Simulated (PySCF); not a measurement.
An unknown gives this computed stick spectrum. The calculation used TDDFT B3LYP/def2-SVPD, vertical, gas phase, core orbitals frozen in the response (PySCF 2.14.0, density-fitted response routines). Geometries: GFN2-xTB, one conformer each.

```csv
state,ν̃ (cm⁻¹),f,"main configurations (H = HOMO, L = LUMO)"
S1,51480,0.0085,"H→L+1 (52%), H→L (33%), H→L+2 (11%)"
S2,55460,0.025,"H→L+2 (37%), H→L (27%), H→L+3 (24%)"
S3,57130,0.029,"H→L+3 (57%), H→L+2 (20%), H→L (10%)"
S4,61240,0.240,"H→L+1 (27%), H→L+4 (22%), H→L+2 (16%)"
S5,62250,0.115,"H→L+5 (57%), H→L+2 (14%)"
S6,63160,0.069,"H→L+4 (67%), H→L+5 (16%)"
S7,67070,0.0004,H→L+6 (91%)
S8,67860,0.010,H→L+7 (90%)
```

**Question.** Which candidate is it?
A. `C(F)(CCPC)(F)F`
B. `[H]/N=C\C1=CC=CC=C1`
C. `C[C@@H](F)CC(F)=C(F)F`

**Answer.** C. Its S1, at 6.38 eV, is the highest among the candidates; the nearest of the others has S1 at 6.13 eV. S1 is HOMO→LUMO+1 (52%), HOMO→LUMO (33%), HOMO→LUMO+2 (11%). Löwdin shares by element: HOMO carbon 57% or more, fluorine 23% or more (atoms not listed hold the other 20%); LUMO carbon 47% or more, hydrogen 9% or more (atoms not listed hold the other 44%). At the same level the other candidates give, for their lowest levels:
- `CPCCC(F)(F)F`: 6.13 eV (f 0.033); 6.32 eV (f 0.090); 7.24 eV (f 0.086); 7.41 eV (f 0.035); 7.55 eV (f 0.020); T1 5.30 eV; HOMO -7.01, LUMO -0.04 eV
- `[H]/N=C\c1ccccc1`: 4.31 eV (f 0.002); 4.95 eV (f 0.014); 5.23 eV (f 0.255); 5.68 eV (f 0.000); 6.23 eV (f 0.230); T1 3.54 eV; HOMO -7.21, LUMO -1.75 eV

The values belong to the conformer `[CH3:1][C@@H:2]([F:3])[CH2:4][C:5]([F:6])=[C:7]([F:8])[F:9]`: C1–C2–C4–C5 176°, C2–C4–C5–F6 -68°.
Triplets come from the Tamm–Dancoff approximation.
